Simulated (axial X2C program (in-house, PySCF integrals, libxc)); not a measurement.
# CuIn: bond constants with and without spin–orbit coupling

Computed with an axial X2C code built on PySCF integrals. Spin-free means the one-electron spin-free X2C Hamiltonian; two-component (2c) means X2C with spin–orbit coupling and atomic mean-field two-electron Coulomb and Gaunt terms, so the difference of the two also holds small scalar two-electron terms. Basis: In dyall-cv3z [11s12p9d4f1g], Cu dyall-cv3z [9s9p6d3f2g] (cores contracted in-house); Gaussian nuclei, density fitting, unrestricted open shells. Masses: In 114.904 u, Cu 62.930 u.

State, spin-free: M_S = 0, Λ = 0 (closed shell); electrons by block: σα: 17, σβ: 17, π+α: 8, π+β: 8, π-α: 8, π-β: 8, δ+α: 3, δ+β: 3, δ-α: 3, δ-β: 3. Fragments: In + Cu.

State, 2c: Ω = 0 (closed shell); electrons by block: 1/2: 25, -1/2: 25, 3/2: 11, -3/2: 11, 5/2: 3, -5/2: 3. Fragments: In + Cu.

```json
{"Hamiltonian": "spin-free", "level": "PBE0", "Re (Å)": "2.551", "ωe (cm⁻¹)": "183.5", "Be (cm⁻¹)": "0.06369", "αe (cm⁻¹)": "0.000296", "De (eV)": "2.00", "D0 (eV)": "1.98", "k (mdyn/Å)": "0.807", "μ (D)": "-0.92"}
{"Hamiltonian": "spin-free", "level": "HF", "Re (Å)": "2.751", "ωe (cm⁻¹)": "143.9", "Be (cm⁻¹)": "0.05479", "αe (cm⁻¹)": "0.000229", "De (eV)": "n/a", "D0 (eV)": "n/a", "k (mdyn/Å)": "0.496", "μ (D)": "0.59"}
{"Hamiltonian": "spin-free", "level": "MP2", "Re (Å)": "2.521", "ωe (cm⁻¹)": "196.0", "Be (cm⁻¹)": "0.06521", "αe (cm⁻¹)": "0.000301", "De (eV)": "1.90", "D0 (eV)": "1.88", "k (mdyn/Å)": "0.92", "μ (D)": "n/a"}
{"Hamiltonian": "spin-free", "level": "CCSD", "Re (Å)": "2.589", "ωe (cm⁻¹)": "175.9", "Be (cm⁻¹)": "0.06186", "αe (cm⁻¹)": "0.000283", "De (eV)": "1.90", "D0 (eV)": "1.88", "k (mdyn/Å)": "0.741", "μ (D)": "n/a"}
{"Hamiltonian": "spin-free", "level": "CCSD(T)", "Re (Å)": "2.555", "ωe (cm⁻¹)": "186.5", "Be (cm⁻¹)": "0.06349", "αe (cm⁻¹)": "0.000292", "De (eV)": "n/a", "D0 (eV)": "n/a", "k (mdyn/Å)": "0.833", "μ (D)": "n/a"}
{"Hamiltonian": "spin-free", "level": "r2SCAN", "Re (Å)": "2.498", "ωe (cm⁻¹)": "200.6", "Be (cm⁻¹)": "0.06644", "αe (cm⁻¹)": "0.000295", "De (eV)": "2.33", "D0 (eV)": "2.32", "k (mdyn/Å)": "0.964", "μ (D)": "-0.98"}
{"Hamiltonian": "2c", "level": "PBE0", "Re (Å)": "2.551", "ωe (cm⁻¹)": "183.3", "Be (cm⁻¹)": "0.0637", "αe (cm⁻¹)": "0.000297", "De (eV)": "n/a", "D0 (eV)": "n/a", "k (mdyn/Å)": "0.805", "μ (D)": "-0.89"}
{"Hamiltonian": "2c", "level": "HF", "Re (Å)": "2.749", "ωe (cm⁻¹)": "143.9", "Be (cm⁻¹)": "0.05487", "αe (cm⁻¹)": "0.00023", "De (eV)": "n/a", "D0 (eV)": "n/a", "k (mdyn/Å)": "0.496", "μ (D)": "0.66"}
{"Hamiltonian": "2c", "level": "MP2", "Re (Å)": "2.524", "ωe (cm⁻¹)": "195.5", "Be (cm⁻¹)": "0.0651", "αe (cm⁻¹)": "0.000302", "De (eV)": "1.74", "D0 (eV)": "1.73", "k (mdyn/Å)": "0.916", "μ (D)": "n/a"}
{"Hamiltonian": "2c", "level": "CCSD(T)", "Re (Å)": "2.556", "ωe (cm⁻¹)": "187.2", "Be (cm⁻¹)": "0.06344", "αe (cm⁻¹)": "0.000279", "De (eV)": "n/a", "D0 (eV)": "n/a", "k (mdyn/Å)": "0.84", "μ (D)": "n/a"}
{"Hamiltonian": "2c", "level": "r2SCAN", "Re (Å)": "2.498", "ωe (cm⁻¹)": "200.4", "Be (cm⁻¹)": "0.06643", "αe (cm⁻¹)": "0.000295", "De (eV)": "n/a", "D0 (eV)": "n/a", "k (mdyn/Å)": "0.962", "μ (D)": "-0.96"}
```

Correlated methods: 14 electrons correlated (number of frozen shells: In 4 s, 3 p, 2 d; Cu 3 s, 2 p), 310 virtual spin orbitals or spinors in MP2, 90 natural virtuals in coupled cluster.

Dipoles are positive if Cu is the positive end.

One determinant describes the state; a PBE0 search over occupations chose it and may have missed a lower one. Closed shells are restricted here (equal orbitals for both partners); the stretched side of such a curve lies too high. Dissociation energies refer to the lowest single-determinant-based atoms at the same level and basis. De is not given where an atomic determinant may have missed its ground term or J level, or where the truncated virtual space spoils (T). Coupled cluster ran in a truncated set of natural virtual spinors; the MP2 energy of the rest was added. (T) has no such correction and the atoms are truncated less, which lowers De at CCSD(T) by a hundredth of an eV or more. Without a current term, density functionals place determinants with orbital angular momentum somewhat too high. The T1 diagnostic is large, a sign of multireference character. With the outer-core shells frozen, correlated bond lengths of heavy atoms tend to come out a few hundredths of an ångström too long.

No reliable constants came from CCSD (2c): no minimum in range, unconverged points, a curve that is not smooth, a change of character along it, or the two Hamiltonians disagreeing along it.

Rough cost a point (2c) on 1 thread(s) of a shared host, integrals apart: PBE0 0.6 s, HF 0.5 s, CCSD(T) 7 s, r2SCAN 0.6 s.

The whole task took 3 min on 1 thread of Arm Neoverse V2 (shared host).
